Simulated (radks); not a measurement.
Spherical quantum dot in the effective-mass picture: electrons in a well V = -V0 / (1 + exp((r - R)/a)) with V0 = 8.75, R = 2.7, a = 0.28, all in effective atomic units (hartree* = m*/eps^2 hartree, bohr* = eps/m* bohr), one dielectric constant everywhere. Method: non-relativistic Kohn-Sham, LDA (Slater exchange, Perdew-Wang correlation), spin-polarised, spherical densities; computed with a radial shooting solver with Libxc functionals. Levels are named by radial order and angular momentum (1s, 1p, 1d, 2s, ...), and open shells are averaged over m. Results are scaled to m* = 0.286 and eps = 6.4, for which hartree* = 190 meV and bohr* = 1.184 nm.

N = 6, configuration 1s2 1p(up 3, down 1). This is the lowest configuration that the search found. Occupied and some empty levels:

level    occupation  eigenvalue (meV)  <r> (nm)
1s up             1           -944.08     1.748
1s down           1           -928.93     1.746
1p up             3           -831.72     2.007
1p down           1           -816.26     2.011
1d up             0           -680.57     2.197
1d down           0           -665.73     2.204
2s up             0           -574.78     1.755
2s down           0           -564.13     1.757
1f up             0           -499.30     2.355
1f down           0           -485.47     2.362

Energy (meV): total -6931.81, kinetic 1029.6, external -9381.7, Hartree 1893.6, exchange-correlation -473.26.
